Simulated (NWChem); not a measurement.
System: SiHCl$_{2}$F; SMILES F[SiH](Cl)Cl

Here is an NWChem input.

```
start job
memory heap 200 mb stack 900 mb global 1100 mb
geometry units angstroms noautoz
  Si     0.386173     0.412825     0.000000
  F      1.787395    -0.376940     0.000000
  Cl    -0.647567    -0.132842     1.669091
  Cl    -0.647567    -0.132842    -1.669091
  H      0.649984     1.862466     0.000000
end
basis spherical
  * library def2-tzvp
end
dft
  xc b3lyp
  iterations 150
  mulliken
end
task dft energy
```

Output (shortened):

```
             Northwest Computational Chemistry Package (NWChem) 7.3.0
             --------------------------------------------------------

 CS  symmetry detected

                             Geometry "geometry" -> ""
                             -------------------------

 Output coordinates in angstroms (scale by  1.889725989 to convert to a.u.)

  No.       Tag          Charge          X              Y              Z
 ---- ---------------- ---------- -------------- -------------- --------------
    1 Si                  14.0000     0.37840667     0.42251223     0.00000000
    2 F                    9.0000     1.79003343    -0.34850121     0.00000000
    3 Cl                  17.0000    -0.64796652    -0.13688829    -1.66909100
    4 Cl                  17.0000    -0.64796652    -0.13688829     1.66909100
    5 H                    1.0000     0.62286733     1.87554157     0.00000000

 Effective nuclear repulsion energy (a.u.)     278.6589383713

      Symmetry information
      --------------------

 Group name             Cs
 Group number              2
 Group order               2
 No. of unique centers     4

                                 NWChem DFT Module
                                 -----------------

 Summary of "ao basis" -> "ao basis" (spherical)
 ------------------------------------------------------------------------------
       Tag                 Description            Shells   Functions and Types
 ---------------- ------------------------------  ------  ---------------------
 Si                        def2-tzvp                13       37   5s5p2d1f
 F                         def2-tzvp                11       31   5s3p2d1f
 Cl                        def2-tzvp                13       37   5s5p2d1f
 H                         def2-tzvp                 4        6   3s1p

      Symmetry analysis of basis
      --------------------------

        a'         88
        a"         60

            General Information
            -------------------
          SCF calculation type: DFT
          Wavefunction type:  closed shell.
          No. of atoms     :     5
          No. of electrons :    58
           Alpha electrons :    29
            Beta electrons :    29
          Charge           :     0
          Spin multiplicity:     1
          Use of symmetry is: on ; symmetry adaption is: on
          Maximum number of iterations: 150
          AO basis - number of functions:   148
                     number of shells:    54
          Convergence on energy requested:  1.00D-06
          Convergence on density requested:  1.00D-05
          Convergence on gradient requested:  5.00D-04

              XC Information
              --------------
                         B3LYP Method XC Potential
                     Hartree-Fock (Exact) Exchange  0.200
                        Slater Exchange Functional  0.800 local
                    Becke 1988 Exchange Functional  0.720 non-local
              Lee-Yang-Parr Correlation Functional  0.810
                  VWN I RPA Correlation Functional  0.190 local

             Grid Information
             ----------------
          Grid used for XC integration:  medium
          Radial quadrature: Mura-Knowles
          Angular quadrature: Lebedev.
          Tag              B.-S. Rad. Rad. Pts. Rad. Cut. Ang. Pts.
          ---              ---------- --------- --------- ---------
          Si                  1.10       88           8.0       590
          F                   0.50       49           9.0       434
          Cl                  1.00       88          10.0       590
          H                   0.35       45           9.0       434
          Grid pruning is: on
          Number of quadrature shells:   270
          Spatial weights used:  Erf1

      Superposition of Atomic Density Guess
      -------------------------------------

 Sum of atomic energies:       -1307.70867528

      Non-variational initial energy
      ------------------------------

 Total energy =   -1308.534729
 1-e energy   =   -2365.844914
 2-e energy   =     778.651247
 HOMO         =      -0.416751
 LUMO         =       0.058472

      Symmetry analysis of molecular orbitals - initial
      -------------------------------------------------

  Numbering of irreducible representations:

     1 a'          2 a"

  Orbital symmetries:

     1 a'          2 a"          3 a'          4 a'          5 a'
     6 a"          7 a'          8 a"          9 a'         10 a'
    11 a"         12 a"         13 a'         14 a'         15 a'
    16 a"         17 a'         18 a'         19 a"         20 a'
    21 a'         22 a"         23 a'         24 a"         25 a'
    26 a'         27 a"         28 a"         29 a'         30 a'
    31 a'         32 a"         33 a'         34 a'         35 a'
    36 a"         37 a'         38 a"         39 a'

     ---------------------------------------------
      Total Density - Mulliken Population Analysis
     ---------------------------------------------

    Atom       Charge   Shell Charges
 -----------   ------   -------------------------------------------------------
    1 Si  14    12.73   2.00  0.59  1.39  0.76  0.29  4.10  1.74  0.43  0.80  0.18  0.17  0.20  0.07
    2 F    9     9.51   0.77  1.20  0.61  1.01  0.31  2.37  2.36  0.88  0.00  0.01  0.00
    3 Cl  17    17.36   2.01  0.45  1.52  1.11  0.83  4.19  1.69  1.10  2.95  1.50  0.00  0.02  0.00
    4 Cl  17    17.36   2.01  0.45  1.52  1.11  0.83  4.19  1.69  1.10  2.95  1.50  0.00  0.02  0.00
    5 H    1     1.03   0.22  0.52  0.28  0.01

   convergence    iter        energy       DeltaE   RMS-Dens  Diis-err
 ---------------- ----- ----------------- --------- --------- ---------
 d= 0,ls=0.0,diis     1  -1310.5468453217 -1.59D+03  6.43D-03  1.74D+00
 d= 0,ls=0.0,diis     2  -1310.4913191742  5.55D-02  4.51D-03  1.60D+00
 d= 0,ls=0.0,diis     3  -1310.6193056015 -1.28D-01  1.01D-03  2.76D-01
 d= 0,ls=0.0,diis     4  -1310.6392425695 -1.99D-02  4.18D-04  9.03D-03
 d= 0,ls=0.0,diis     5  -1310.6402226287 -9.80D-04  1.01D-04  1.04D-03
  Resetting Diis
 d= 0,ls=0.0,diis     6  -1310.6403306943 -1.08D-04  1.82D-05  1.61D-05
 d= 0,ls=0.0,diis     7  -1310.6403318555 -1.16D-06  6.09D-06  9.30D-07
 d= 0,ls=0.0,diis     8  -1310.6403318466  8.88D-09  3.02D-06  1.18D-06

         Total DFT energy =    -1310.640331846647
      One electron energy =    -2367.597988486881
           Coulomb energy =      866.747502179904
    Exchange-Corr. energy =      -88.448783910950
 Nuclear repulsion energy =      278.658938371280

 Numeric. integr. density =       58.000004516999

                  Occupations of the irreducible representations
                  ----------------------------------------------

                     irrep           alpha         beta
                     --------     --------     --------
                     a'               18.0         18.0
                     a"               11.0         11.0

                       DFT Final Molecular Orbital Analysis
                       ------------------------------------

 Vector   27  Occ=2.000000D+00  E=-3.540812D-01  Symmetry=a"
              MO Center= -5.8D-01, -1.0D-01,  1.4D-12, r^2= 3.9D+00
   Bfn.  Coefficient  Atom+Function         Bfn.  Coefficient  Atom+Function
  ----- ------------  ---------------      ----- ------------  ---------------
    84      0.342425  3 Cl py               121     -0.342425  4 Cl py
    87      0.217871  3 Cl py               124     -0.217871  4 Cl py
    81      0.164956  3 Cl py               118     -0.164956  4 Cl py
    83     -0.147627  3 Cl px               120      0.147627  4 Cl px
    75     -0.133724  3 Cl py               112      0.133724  4 Cl py

 Vector   28  Occ=2.000000D+00  E=-3.524195D-01  Symmetry=a'
              MO Center= -3.3D-01,  2.1D-01, -1.4D-12, r^2= 4.0D+00
   Bfn.  Coefficient  Atom+Function         Bfn.  Coefficient  Atom+Function
  ----- ------------  ---------------      ----- ------------  ---------------
    84      0.334354  3 Cl py               121      0.334354  4 Cl py
    87      0.210782  3 Cl py               124      0.210782  4 Cl py
    81      0.161157  3 Cl py               118      0.161157  4 Cl py
   144     -0.160653  5 H  s                145     -0.136081  5 H  s
    75     -0.130527  3 Cl py               112     -0.130527  4 Cl py

 Vector   29  Occ=2.000000D+00  E=-3.440279D-01  Symmetry=a"
              MO Center= -5.7D-01, -1.1D-01, -1.5D-13, r^2= 4.0D+00
   Bfn.  Coefficient  Atom+Function         Bfn.  Coefficient  Atom+Function
  ----- ------------  ---------------      ----- ------------  ---------------
    83      0.271910  3 Cl px                85     -0.271397  3 Cl pz
   120     -0.271910  4 Cl px               122     -0.271397  4 Cl pz
    86      0.174574  3 Cl px               123     -0.174574  4 Cl px
    88     -0.173312  3 Cl pz               125     -0.173312  4 Cl pz
    80      0.130567  3 Cl px                82     -0.131159  3 Cl pz

 Vector   30  Occ=0.000000D+00  E=-5.380618D-03  Symmetry=a'
              MO Center= -2.0D-01,  5.2D-01,  4.4D-14, r^2= 4.2D+00
   Bfn.  Coefficient  Atom+Function         Bfn.  Coefficient  Atom+Function
  ----- ------------  ---------------      ----- ------------  ---------------
     5      0.903846  1 Si s                 18     -0.588625  1 Si px
   145     -0.522924  5 H  s                  4      0.506635  1 Si s
    88     -0.380486  3 Cl pz               125      0.380486  4 Cl pz
    73     -0.359153  3 Cl s                110     -0.359153  4 Cl s
    15     -0.342631  1 Si px                 3     -0.232720  1 Si s

 Vector   31  Occ=0.000000D+00  E= 3.402896D-03  Symmetry=a'
              MO Center=  3.2D-01,  3.0D-01,  5.8D-14, r^2= 4.2D+00
   Bfn.  Coefficient  Atom+Function         Bfn.  Coefficient  Atom+Function
  ----- ------------  ---------------      ----- ------------  ---------------
     5      0.910891  1 Si s                 18      0.552877  1 Si px
     4      0.464454  1 Si s                 19     -0.360222  1 Si py
   145     -0.311613  5 H  s                 42     -0.306683  2 F  s
    86     -0.290109  3 Cl px               123     -0.290109  4 Cl px
     3     -0.239676  1 Si s                 73     -0.195278  3 Cl s

 Vector   32  Occ=0.000000D+00  E= 1.662009D-02  Symmetry=a"
              MO Center=  3.8D-01,  6.5D-01, -5.5D-14, r^2= 4.5D+00
   Bfn.  Coefficient  Atom+Function         Bfn.  Coefficient  Atom+Function
  ----- ------------  ---------------      ----- ------------  ---------------
    20      0.994853  1 Si pz                73      0.457323  3 Cl s
   110     -0.457323  4 Cl s                 17      0.427710  1 Si pz
    86      0.253177  3 Cl px               123     -0.253177  4 Cl px
    27      0.178735  1 Si d -1              87      0.175713  3 Cl py
   124     -0.175713  4 Cl py                51     -0.162161  2 F  pz

     ---------------------------------------------
      Total Density - Mulliken Population Analysis
     ---------------------------------------------

    Atom       Charge   Shell Charges
 -----------   ------   -------------------------------------------------------
    1 Si  14    13.28   2.00  0.57  1.40  0.89  0.18  4.13  1.68  0.60  0.98  0.15  0.28  0.33  0.10
    2 F    9     9.29   0.77  1.20  0.61  0.97  0.35  2.29  2.13  0.96  0.00  0.01  0.00
    3 Cl  17    17.20   2.01  0.43  1.52  1.15  0.79  4.19  1.67  1.14  2.81  1.44  0.01  0.03  0.00
    4 Cl  17    17.20   2.01  0.43  1.52  1.15  0.79  4.19  1.67  1.14  2.81  1.44  0.01  0.03  0.00
    5 H    1     1.03   0.25  0.52  0.24  0.01

     -------------------------------------------
      Total Density - Lowdin Population Analysis
     -------------------------------------------

    Atom       Charge   Shell Charges
 -----------   ------   -------------------------------------------------------
    1 Si  14    14.49   2.00  0.83  1.09  0.52  0.33  3.84  1.87  0.67  1.02  0.58  0.30  1.03  0.39
    2 F    9     8.99   0.86  1.10  0.60  0.71  0.39  2.15  2.14  1.03  0.00  0.01  0.00
    3 Cl  17    16.74   1.98  0.84  1.14  0.90  0.75  3.93  1.90  1.27  2.46  1.53  0.01  0.04  0.00
    4 Cl  17    16.74   1.98  0.84  1.14  0.90  0.75  3.93  1.90  1.27  2.46  1.53  0.01  0.04  0.00
    5 H    1     1.05   0.25  0.47  0.30  0.03

     Multipole analysis of the density
     ---------------------------------

     L   x y z        total         alpha         beta         nuclear
     -   - - -        -----         -----         ----         -------
     0   0 0 0     -0.000000    -29.000000    -29.000000     58.000000

     1   1 0 0     -0.118489     -0.059245     -0.059245     -0.000000
     1   0 1 0      0.429619      0.214810      0.214810      0.000000
     1   0 0 1      0.000000      0.000000      0.000000      0.000000

     2   2 0 0    -33.527993    -98.016216    -98.016216    162.504438
     2   1 1 0      0.976311     -0.954307     -0.954307      2.884925
     2   1 0 1     -0.000000     -0.000000     -0.000000      0.000000
     2   0 2 0    -31.244811    -29.455052    -29.455052     27.665292
     2   0 1 1     -0.000000     -0.000000     -0.000000      0.000000
     2   0 0 2    -32.291079   -185.270078   -185.270078    338.249076
```

Level: B3LYP/def2-TZVP. Structure relaxed at the PBE0/def2-SVP level. B3LYP is NWChem's, with the RPA form of VWN correlation.
